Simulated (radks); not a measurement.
The lutetium ion Lu+ inside a hard spherical wall (all orbitals vanish at R), configuration held at [Xe] 4f14 6s2 and not refilled when levels cross. All-electron calculation, scalar-relativistic Kohn-Sham, PBEsol, spin-unpolarised, spherical densities, point nucleus. Program: a radial shooting solver on a logarithmic mesh with Libxc functionals. Eigenvalues in eV, with the zero of energy where the potential of the charges vanishes at infinity; a dash marks a level that is unbound or too diffuse for the functional's potential to be trusted. A positive occupied level is held by the wall or, in an anion where self-interaction has pushed it up, behind a barrier. The pressure on the wall is -dE/dV.

R (bohr),E (hartree),kinetic (hartree),e(5s),e(5p),e(4f),e(6s),"e(5d, empty)","e(6p, empty)",pressure (GPa)
free,-14558.6885,15909.185,-70.036,-40.471,-18.539,-11.088,-9.235,-6.553,0
20,-14558.6885,15909.185,-70.036,-40.471,-18.539,-11.088,-9.235,-6.553,< 0.0001
12,-14558.6885,15909.185,-70.036,-40.471,-18.538,-11.087,-9.235,-6.550,0.000131
10,-14558.6884,15909.187,-70.027,-40.463,-18.530,-11.081,-9.228,-6.519,0.00421
8,-14558.6862,15909.210,-69.926,-40.364,-18.429,-10.993,-9.140,-6.268,0.121
7,-14558.6792,15909.269,-69.705,-40.148,-18.208,-10.777,-8.944,-5.780,0.612
6,-14558.6528,15909.443,-69.154,-39.616,-17.656,-10.131,-8.432,-4.520,3.05
3.5,-14557.6956,15913.568,-62.841,-33.601,-10.899,5.104,-0.421,18.344,282
3,-14556.5077,15918.364,-58.249,-28.956,-5.516,20.467,6.540,38.519,949
2.5,-14553.3252,15930.660,-48.797,-18.558,5.788,55.322,21.724,80.977,3890
2,-14543.3262,15966.142,-25.409,9.018,31.488,143.37,59.709,181.31,20600
